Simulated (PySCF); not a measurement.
C₈H₆ (charge +1 and doublet state).
Structure used (GFN2-xTB), in Å, numbered top down from 1:
```xyz
14
C8H6 angstrom
C      2.6395   -0.8070    1.8608
C      1.6774   -0.5176    1.1747
C      0.5773   -0.1800    0.3988
C      0.1920   -1.0078   -0.6960
C     -0.8975   -0.6614   -1.4522
C     -1.6271    0.5009   -1.1451
C     -1.2561    1.3229   -0.0662
C     -0.1690    0.9965    0.7017
H      3.4747   -1.0595    2.4563
H      0.7667   -1.8962   -0.9110
H     -1.2004   -1.2785   -2.2848
H     -2.4848    0.7661   -1.7466
H     -1.8309    2.2102    0.1530
H      0.1376    1.6111    1.5345
```

Identity: `C#C[C+]1[CH]C=CC=C1` [radical] (charge +1).

Method used: UKS B3LYP, pcH-1 on C H, non-relativistic, mean-field spin-orbit, GIAO (PySCF 2.14.0). Isolated species at its GFN2-xTB geometry, gas phase. A GFN2-xTB geometry isn't a minimum of the functional, and hyperfine couplings can be far from their values at a DFT geometry, by a factor of two or more for some ions and for spin on atoms past the first row. Stability of the SCF solution: not tested.

**Question.** Match the computed a_iso(13C) values +30.7, -30.0, +24.1, +13.0, -11.6, -0.6 MHz (means over equivalent nuclei) with the sites C1; C2; C3; C4/C8; C5/C7; C6.

**Answer.** 
```csv
site,a_iso (MHz),ρ(0) (bohr⁻³),position,distance from C1 (Å),spin population,largest |T| (MHz)
C1,+30.7,+0.0273,largest spin population,0.00,+0.42,67.9
C2,-30.0,-0.0267,1 bond from C1,1.22,-0.05,11.2
C3,+13.0,+0.0115,2 bonds from C1,2.60,+0.25,41.6
C4/C8,-0.6,-0.0005,2 bonds from C6,3.54,+0.08,14.6
C5/C7,-11.6,-0.0103,1 bond from C6,4.84,-0.04,2.5
C6,+24.1,+0.0214,a main spin site,5.38,+0.33,51.6
```

ρ(0) is the spin density at the nucleus and T the dipolar tensor; entries for several nuclei are means. Largest spin populations (Mulliken): C1 (+0.42), C6 (+0.33), C3 (+0.25) and C8 (+0.08). Three atoms exceed +0.15. Main spin sites, with 60 % or more of the largest population: C1, C6; positions count bonds from the nearest.

The spin density at the nucleus, in bohr⁻³, is negative for C2 (-0.0267), C5/C7 (-0.0103) and H9 (-0.0078), for instance. A restricted open-shell determinant has no negative spin density anywhere; here it arises because α and β orbitals differ (spin polarisation).

Nuclei that the bonding pattern makes equivalent are averaged, as if the motion that swaps them (rotation, inversion, ring flip) were fast.

The SMILES `C#C[C+]1[CH]C=CC=C1` draws the unpaired electron on C4, whose computed spin population is only +0.08.

On one thread, Arm Neoverse V1 (aarch64), no GPU (shared host), this took 72 s (grids of density and orbitals included) and 1.0 GiB of memory at its peak.
